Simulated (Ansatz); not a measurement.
CH3ClF2MoO2, SMILES `C[O][Mo](=[O])([F])([F])[Cl]` at its PBE0-D4/def2-TZVP geometry, where that method's forces vanish. Charge 0, multiplicity 1. Mo takes the def2 core potential.

```xyz
10

C     1.2997    0.5534   -0.9544
O     0.6922   -0.3319   -0.0601
Mo   -0.9200   -0.6057    0.7542
O    -0.5292   -1.6772    1.9409
F    -1.4942   -1.5074   -0.7595
F    -2.7250   -0.3152    1.0272
Cl   -0.6949    1.5249    1.5890
H     1.2295    1.5673   -0.5428
H     2.3470    0.2715   -1.0704
H     0.7949    0.5203   -1.9242
```

What forces (eV/Å) does r2SCAN-D4/def2-TZVPP give on these atoms in Ansatz 0.2.0? (Estimate.)

The calculation gave: 
```
C1   0.122  0.146 -0.160
O2   0.340 -0.105 -0.069
Mo3 -0.398  0.473 -0.322
O4   0.211 -0.603  0.635
F5  -0.056 -0.109 -0.178
F6  -0.226  0.009  0.029
Cl7  0.024  0.180  0.066
H8  -0.004 -0.007 -0.006
H9  -0.011  0.007 -0.002
H10 -0.002  0.006  0.007
```
